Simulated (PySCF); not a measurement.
## Two-dimensional NMR puzzle

Compound of formula C$_{3}$H$_{15}$NSi$_{3}$. Correlations simulated from computed shifts and the bond graph:

HSQC (one-bond C–H):
```tsv
δH	δC
2.49	42.2
0.53	1.7
```

HMBC (two and three bonds, from the bond graph):
```tsv
δH	δC
3.38	1.7
2.49	42.2
```

Isolated molecule, one computed conformer, one averaged value for each set of equivalent atoms, non-relativistic Hamiltonian. NMR shieldings at PBE0/pcSseg-1/GIAO; structure optimised with GFN2-xTB; PySCF.

Chemical shifts δ = σref − σ; TMS for 1H (σref 31.72), 13C (σref 186.93), all at this level.

Exchangeable hydrogens are left out of these lists.

Q: Which molecule is this?

A: SMILES N(C)(C)[Si](C)([SiH3])[SiH3].

Mapped SMILES: `[CH3:1][N:2]([CH3:3])[Si:4]([CH3:5])([SiH3:6])[SiH3:7]` (H(Xn): hydrogen on atom n).

1. δC 42.2 is C1/C3, a methyl carbon bonded to N (δH 2.49).
2. δC 1.7 is C5, a methyl carbon bonded to Si (δH 0.53).

The data come from this structure; uniqueness wasn't tested.

Shifts are as computed. Against solution values, carbons near 30 ppm lie about +3 ppm off and those near 130 ppm about +5 ppm. Of 1309 compounds with measured shifts, 239 miss one by over three times the rms of a fit or turn the order of signals round; such compounds aren't used in these exercises.
